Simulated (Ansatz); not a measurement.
`CC[Si]S` + H–F → `F[Si]S` + `CC` at 298.15 K and 1 bar (ligand exchange at the Si–C bond).

Gas-phase electronic energies from Ansatz, PBE0-D4/def2-TZVP geometries. CBS: def2 TZ/QZ extrapolation, frozen cores. Each species was taken in one conformer, which may not be the lowest.

| species | CCSD(T)/CBS energy (Eh) | H − E (kJ/mol) | S (J/(mol·K)) |
| --- | --- | --- | --- |
| `CC[Si]S` | -766.55147 | 215.0 | 335.2 |
| H–F | -100.39431 | 33.5 | 173.6 |
| `F[Si]S` | -787.29682 | 44.8 | 282.7 |
| `CC` | -79.71389 | 207.7 | 227.7 |

H − E and S are ideal-gas, rigid-rotor, harmonic terms from PBE0-D4/def2-TZVP, for one conformer and one mirror image of each species. 1 Eh = 2625.50 kJ/mol, R = 8.31446 J/(mol·K).

Task: By hand: ΔE, ΔH, ΔS and ΔG.

Result: ΔE = (-787.29682) + (-79.71389) − (-766.55147) − (-100.39431) = -0.06493 Eh = -170.5 kJ/mol. Δ(H − E) = 44.8 + 207.7 − 215.0 − 33.5 = 4.0, so ΔH = -166.5 kJ/mol. ΔS = 282.7 + 227.7 − 335.2 − 173.6 = 1.6 J/(mol·K). ΔG = -166.5 − 298.15 × (1.6)/1000 = -167.0 kJ/mol.

Task: By hand: the equilibrium constant, and the temperature at which ΔG would vanish if ΔH and ΔS stayed fixed.

Result: log₁₀ K = −ΔG/(RT ln 10) = 29.3. ΔH and −TΔS have one sign here, so there is no such temperature.

The number of gas molecules stays the same, so ΔS is small and ΔH decides. A doubt of 5 kJ/mol in ΔE shifts log₁₀ K by 0.9 here. Other conformers and mirror images would add mixing entropy, several J/(mol·K) or more a flexible species. Modes under 60 cm⁻¹, often nearly free rotors, make the harmonic entropy too high. These are equilibria of isolated gas molecules and say nothing of rates. Largest T1 diagnostic: 0.015 (customary marks: 0.02 for closed shells, 0.045 for open ones).

ΔS is within the doubt of such terms, so its sign, and with it that verdict, could turn.
